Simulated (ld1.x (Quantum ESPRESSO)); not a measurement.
Ranking PAW potentials for boron

All share these settings but for the change named:

```
Element                 : boron (B)
Generator               : ld1.x (Quantum ESPRESSO) 7.5
Type                    : PAW
Functional              : LDA (PZ)
Relativity              : scalar-relativistic
Frozen core             : [He]
Valence charge          : 3
Reference configuration : 2s2 2p1
Partial waves           : 2s (bound): rcut 0.95, rcutus 1.20 bohr; 2s channel at -0.2 Ry: rcut 0.95, rcutus 1.20 bohr; 2p (bound): rcut 1.45, rcutus 2.00 bohr; 2p channel at 0.7 Ry: rcut 1.45, rcutus 2.00 bohr
Local potential         : all-electron potential smoothed inside 1.20 bohr (lloc = -2)
Core correction         : a·sin(br)/r model core, default radius (core density twice the valence density)
Augmentation charge     : PSQ, radius 1.10 bohr
```

Cutoff: the first of the cutoffs (Ry, on a coarse ladder) from which the occupation-weighted sum of valence levels, in a spherical-Bessel basis at the reference potential, stays within 10 and 1 mRy of its value at 400 Ry; the density cutoff is not measured.

The base gives 18 Ry.

Of 5 variants that were run, those that failed, showed a ghost or another fault, or gave nearly equal values are left out.

Rank these variants from softest to hardest (loose cutoff).
A. all radii but the core radius scaled by about 1.14 (s 1.36, p 2.28 bohr, rcut 1.08/1.64); local potential all-electron potential smoothed inside 1.36 bohr (lloc = -2); augmentation PSQ, radius 1.26 bohr
B. all radii but the core radius scaled by about 1.35 (s 1.62, p 2.70 bohr, rcut 1.28/1.96); local potential all-electron potential smoothed inside 1.62 bohr (lloc = -2); augmentation PSQ, radius 1.48 bohr
C. all radii but the core radius scaled by about 0.89 (s 1.08, p 1.78 bohr, rcut 0.84/1.30); local potential all-electron potential smoothed inside 1.08 bohr (lloc = -2); augmentation PSQ, radius 0.98 bohr
D. all radii but the core radius scaled by about 1.22 (s 1.46, p 2.44 bohr, rcut 1.16/1.78); local potential all-electron potential smoothed inside 1.46 bohr (lloc = -2); augmentation PSQ, radius 1.34 bohr

B (6 Ry), D (8 Ry), A (12 Ry), C (21 Ry).
